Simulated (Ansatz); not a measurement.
Reaction (formal exchange of groups at the Si–O bond): `O[SiH](O)[O][GeH3]` + `[AlH3]` → `O[SiH](O)[AlH2]` + `[OH][GeH3]`

Computed with Ansatz on PBE0-D4/def2-TZVP structures; ΔE is electronic, products minus reactants. CBS: MP2 limit from def2 TZ/QZ plus the TZ coupled-cluster correction, frozen cores. This one scheme is used for every species. DFT in def2-TZVPP. B3LYP here is the variant with VWN-RPA as its local correlation; programs differ in this. For Ge outer-core shells are correlated without core-valence functions, which leaves a few kJ/mol of doubt a bond. Scalar relativity is left out up to krypton. Each species was taken in one conformer, which may not be the lowest.

Task: Is it downhill or uphill in electronic energy at CCSD(T)/CBS, and by how much? (Best estimate.)

Result: Ansatz gave: Uphill: ΔE = +162.8 kJ/mol.

Task: What do these levels give: r2SCAN-D4, B3LYP-D4, ωB97M-V, PBE, B3LYP, HF/def2-TZVPP, MP2/def2-TZVPP, SCS-MP2/def2-TZVPP, CCSD(T)/def2-TZVPP, MP2/def2-QZVPP, SCS-MP2/def2-QZVPP, CCSD/CBS(def2)? (Estimate.)

Result: The calculation gave: r2SCAN-D4 157.5, B3LYP-D4 160.2, ωB97M-V 167.7, PBE 127.1, B3LYP 155.0, HF/def2-TZVPP 189.4, MP2/def2-TZVPP 172.0, SCS-MP2/def2-TZVPP 173.0, CCSD(T)/def2-TZVPP 164.8, MP2/def2-QZVPP 171.4, SCS-MP2/def2-QZVPP 172.4, CCSD/CBS(def2) 166.3 kJ/mol.

Largest T1 diagnostic among the species: 0.013.

The D4 term adds +5.2 kJ/mol with B3LYP and +2.9 kJ/mol with PBE0; it sums over pairs of atoms, weighted by their polarisabilities, and B3LYP, whose exchange is more repulsive, gets the larger term. From PBE to PBE0 (25 % exact exchange), in def2-TZVPP and without D4, ΔE moves by +14.5 kJ/mol.
